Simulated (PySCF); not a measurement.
## Electron correlation in Nb (niobium, neutral)

[Kr] 4d3 5s1 5p1, one real determinant (an excited configuration). All numbers are calculated (PySCF 2.14, the spin-free X2C one-electron Hamiltonian (Gaussian nucleus), in aug-cc-pVTZ-DK). Frozen: [Kr]; 5 electrons correlated.

```json
{"level": "CCSD", "correlation energy (mhartree)": "-42.56"}
{"level": "(T)", "correlation energy (mhartree)": "-1.30"}
{"level": "CCSD(T)", "correlation energy (mhartree)": "-43.86"}
```

Diagnostics: T1 = 0.011, D1 = 0.0304, largest double amplitude 0.064.

The real determinant used has ⟨L²⟩ near 14 against 20 for a pure G term, so it mixes terms.

Cost of the coupled-cluster step: roughly 30 core-seconds, for 5 correlated electrons.

Iterations:

```
CC2 = 0
CCSD nocc = (np.int64(5), np.int64(0)), nmo = (84, 84)
frozen orbitals [[0, 1, 2, 3, 4, 5, 6, 7, 8, 9, 10, 11, 12, 13, 14, 15, 16, 17], [0, 1, 2, 3, 4, 5, 6, 7, 8, 9, 10, 11, 12, 13, 14, 15, 16, 17]]
max_cycle = 100
direct = 0
conv_tol = 1e-08
conv_tol_normt = 1e-06
diis_space = 8
diis_start_cycle = 0
Init t2, MP2 energy = -0.0337199719512714
Init E_corr(UCCSD) = -0.0337199719529562
cycle = 1  E_corr(UCCSD) = -0.0395855104646123  dE = -0.00586553851  norm(t1,t2) = 0.0353423
cycle = 2  E_corr(UCCSD) = -0.0410024012859209  dE = -0.00141689082  norm(t1,t2) = 0.0170457
cycle = 3  E_corr(UCCSD) = -0.0419760198393376  dE = -0.000973618553  norm(t1,t2) = 0.0111883
cycle = 4  E_corr(UCCSD) = -0.0420148523391071  dE = -3.88324998e-05  norm(t1,t2) = 0.00726627
cycle = 5  E_corr(UCCSD) = -0.0423947261289307  dE = -0.00037987379  norm(t1,t2) = 0.00555281
cycle = 6  E_corr(UCCSD) = -0.0424513378833193  dE = -5.66117544e-05  norm(t1,t2) = 0.00290642
cycle = 7  E_corr(UCCSD) = -0.0425210946440906  dE = -6.97567608e-05  norm(t1,t2) = 0.00201381
cycle = 8  E_corr(UCCSD) = -0.0425029338525286  dE = 1.81607916e-05  norm(t1,t2) = 0.0015211
cycle = 9  E_corr(UCCSD) = -0.0425616565882763  dE = -5.87227357e-05  norm(t1,t2) = 0.000999206
cycle = 10  E_corr(UCCSD) = -0.0425572629838558  dE = 4.39360442e-06  norm(t1,t2) = 0.000500333
cycle = 11  E_corr(UCCSD) = -0.0425609010175859  dE = -3.63803373e-06  norm(t1,t2) = 0.000240975
cycle = 12  E_corr(UCCSD) = -0.0425623193045746  dE = -1.41828699e-06  norm(t1,t2) = 0.000133321
cycle = 13  E_corr(UCCSD) = -0.0425626539008238  dE = -3.34596249e-07  norm(t1,t2) = 7.45934e-05
cycle = 14  E_corr(UCCSD) = -0.0425620937075104  dE = 5.60193313e-07  norm(t1,t2) = 4.93665e-05
cycle = 15  E_corr(UCCSD) = -0.0425625595448211  dE = -4.65837311e-07  norm(t1,t2) = 3.34308e-05
cycle = 16  E_corr(UCCSD) = -0.0425624744657242  dE = 8.50790969e-08  norm(t1,t2) = 1.81812e-05
cycle = 17  E_corr(UCCSD) = -0.0425623223080604  dE = 1.52157664e-07  norm(t1,t2) = 8.20832e-06
cycle = 18  E_corr(UCCSD) = -0.0425622398047252  dE = 8.25033351e-08  norm(t1,t2) = 4.70381e-06
cycle = 19  E_corr(UCCSD) = -0.0425622631925818  dE = -2.33878566e-08  norm(t1,t2) = 3.47919e-06
cycle = 20  E_corr(UCCSD) = -0.0425622233825796  dE = 3.98100022e-08  norm(t1,t2) = 3.85253e-06
cycle = 21  E_corr(UCCSD) = -0.042562268392666  dE = -4.50100864e-08  norm(t1,t2) = 2.75633e-06
cycle = 22  E_corr(UCCSD) = -0.0425622895446546  dE = -2.11519886e-08  norm(t1,t2) = 1.39018e-06
cycle = 23  E_corr(UCCSD) = -0.042562293823332  dE = -4.27867743e-09  norm(t1,t2) = 1.05773e-06
cycle = 24  E_corr(UCCSD) = -0.0425622932564224  dE = 5.66909596e-10  norm(t1,t2) = 9.05534e-07
UCCSD converged
E(UCCSD) = -3817.119327752054  E_corr = -0.04256229325642244
UCCSD(T) correction = -0.00130237819882038
```

The reference is one real determinant that mixes LS terms of this configuration.
